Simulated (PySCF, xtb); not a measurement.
GeClI, SMILES [Ge]([Cl])[I] (connectivity only; charge and spin as stated), neutral, multiplicity 1.

Harmonic wavenumbers (cm⁻¹) from GFN2-xTB run with xtb 6.7.1 at its own minimum, in rising order: 118, 254, 350.

Q: What does B3LYP-D3(BJ)/def2-TZVP (PySCF) give at its own minimum? (An estimate is asked for; the answer gives what the named calculation found.)

A: 112, 228, 379. Paired by order, the mean absolute difference is 20 cm⁻¹ and the zero-point energies are 1.0 and 1.0 kcal/mol.
